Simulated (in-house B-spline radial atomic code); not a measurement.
**Removing one electron from neutral magnesium**

Closed shell [Ne] 3s2. Computed with a B-spline radial code for spherical atoms: Koopmans values of Dirac-Hartree-Fock plus a diagonal self-energy, in second order or with its direct term screened (direct RPA, with the hole-particle interaction, or full time-dependent Hartree-Fock), linearised in energy; no-pair Dirac-Coulomb Hamiltonian, finite nucleus. Shifts add to the Koopmans value (the ΔSCF shift is orbital relaxation alone); the final value takes TDHF screening with Breit and QED.

Command:
```bash
python run_mb.py task.json out
```
Settings (nuclear radius in fm, box in bohr, cutoff in hartree):
```
basis_form          2
Z                   12
core_configuration  [Ne] 3s2
rms_radius          3.057
mass_number         24
speed_of_light      137.036
box_radius          30.116
lmax                7
intervals           67
virtual_cutoff      600.0
```

Run time, properties included: 4 s on 1 thread of Arm Neoverse V2 (shared host).

Energies in eV:

| subshell | Koopmans | ΔSCF shift | second order | direct RPA | hole-particle | TDHF | Breit + QED | final |
| --- | --- | --- | --- | --- | --- | --- | --- | --- |
| 3s1/2 | 6.897 | -0.279 | ? | ? | ? | ? | ? | ? |

**Question.** What does the self-energy do to 3s1/2?

**Answer.** It shifts the removal energy by 0.639 eV in second order, 0.349 with direct RPA, 0.220 with the hole-particle term and 0.395 with TDHF screening (quasi-particle weight 0.894); Breit and QED add -0.001 eV. The final value is 7.290 eV, against 7.646 eV (NIST, measured). The mixing of s² with p² in the ground state is caught to low order only, which falls short in light ions.
